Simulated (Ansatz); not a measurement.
This geometry of a periodic cell of 17 atoms, TiSi₁₆ (host Si, host structure diamond, interstitial Ti) is a first-order saddle point.

Computed with DFT PBE-D3(BJ), scalar-relativistic, plane waves, PAW in Ansatz. Settings: PAW set soft_1, cutoff 420 eV, k mesh 2x2x2, fermi-dirac smearing 0.02 eV, no spin polarisation.

```xyz
17
Lattice="0.0000 5.4300 5.4300 5.4300 0.0000 5.4300 5.4300 5.4300 0.0000" Properties=species:S:1:pos:R:3
Si -0.011 -0.029 -0.025
Si 1.543 1.209 1.213
Si 2.785 2.759 -0.029
Si 4.001 4.178 1.391
Si 2.782 -0.031 2.765
Si 4.000 1.388 4.185
Si 5.241 2.937 2.943
Si 6.795 4.176 4.181
Si 0.184 2.572 2.572
Si 1.225 4.005 4.009
Si 2.604 5.576 2.627
Si 4.182 6.953 4.003
Si 2.603 2.627 5.581
Si 4.178 4.003 6.956
Si 5.559 5.573 5.577
Si 6.600 7.008 7.011
Ti 3.392 4.790 4.791
```

Task: Which two structures does it join? (They come from a converged band through this point; their orientation in space is the band's.)

Result: Contacts lost: Si1–Ti17, Si2–Ti17, Si3–Ti17, Si5–Ti17. Contacts made: Si4–Ti17, Si6–Ti17, Si7–Ti17, Si8–Ti17. The atom that moves furthest is Ti17, by 2.30 Å; four of its nearest neighbours are Si10 2.43, Si2 2.43, Si14 2.43, Si12 2.43 Å at the first end and Si7 2.43, Si13 2.43, Si15 2.43, Si11 2.43 Å at the last.

Image 0:

```xyz
17
Lattice="0.0000 5.4300 5.4300 5.4300 0.0000 5.4300 5.4300 5.4300 0.0000" Properties=species:S:1:pos:R:3
Si 0.001 0.038 0.041
Si 1.356 1.437 1.439
Si 2.753 2.791 0.031
Si 4.121 4.096 1.411
Si 2.753 0.032 2.793
Si 4.122 1.410 4.100
Si 5.458 2.753 2.756
Si 6.802 4.095 4.094
Si 0.055 2.757 2.754
Si 1.356 4.070 4.072
Si 2.753 5.476 2.717
Si 4.154 6.879 4.058
Si 2.752 2.715 5.478
Si 4.153 4.061 6.879
Si 5.495 5.470 5.468
Si 6.801 6.843 6.845
Ti 2.760 5.470 5.469
```

Image 6:

```xyz
17
Lattice="0.0000 5.4300 5.4300 5.4300 0.0000 5.4300 5.4300 5.4300 0.0000" Properties=species:S:1:pos:R:3
Si -0.025 0.050 0.058
Si 1.320 1.386 1.402
Si 2.658 2.731 0.060
Si 4.025 4.112 1.363
Si 2.662 0.048 2.745
Si 4.034 1.359 4.116
Si 5.431 2.713 2.716
Si 6.784 4.109 4.121
Si -0.022 2.730 2.741
Si 1.281 4.111 4.109
Si 2.622 5.513 2.706
Si 4.031 6.855 4.113
Si 2.635 2.711 5.515
Si 4.038 4.107 6.869
Si 5.437 5.508 5.523
Si 6.743 6.838 6.827
Ti 4.030 4.115 4.114
```

Task: How far does it lie above each of them?

Result: 1.71 eV above the first and 1.71 eV above the second. This is the barrier of this one path; another mechanism may lie lower. Limits of this set-up: coarse k mesh, a small cell, in which the defect meets its images.

The run took 7.6 min on 1 thread of Arm Neoverse V1 (shared host), peak memory 0.91 GiB.
